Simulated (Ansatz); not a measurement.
Consider the ligand exchange at a Ga–S bond: `[OH][Ga]([SH])[Cl]` + `O[SiH3]` → `[OH][Ga]([Cl])[O][SiH3]` + H₂S.

Gas-phase electronic energies from Ansatz, PBE0-D4/def2-TZVP geometries. CCSD(T)/CBS adds triple-zeta CCSD(T) − MP2 to the extrapolated MP2 energy (def2 sets, frozen cores). This one scheme is used for every species. DFT in def2-TZVPP. B3LYP here is the variant with VWN-RPA as its local correlation; programs differ in this. For Ga outer-core shells are correlated without core-valence functions, which leaves a few kJ/mol of doubt a bond. Scalar relativity is left out up to krypton. Each species was taken in one conformer, which may not be the lowest.

Is it downhill or uphill in electronic energy at CCSD(T)/CBS, and by how much? (An estimate is asked.)

Computed: Uphill: ΔE = +0.23 eV.

What do these levels give: PBE-D4, r2SCAN-D4, B3LYP-D4, ωB97M-V, B2PLYP, PBE, PBE0, B3LYP, MP2/def2-TZVPP, CCSD(T)/def2-TZVPP, HF/def2-QZVPP, HF/CBS(def2)? (An estimate is asked.)

Computed: PBE-D4 0.34, r2SCAN-D4 0.28, B3LYP-D4 0.23, ωB97M-V 0.25, B2PLYP 0.22, PBE 0.36, PBE0 0.34, B3LYP 0.26, MP2/def2-TZVPP 0.20, CCSD(T)/def2-TZVPP 0.17, HF/def2-QZVPP 0.11, HF/CBS(def2) 0.11 eV.

Largest T1 diagnostic among the species: 0.013.
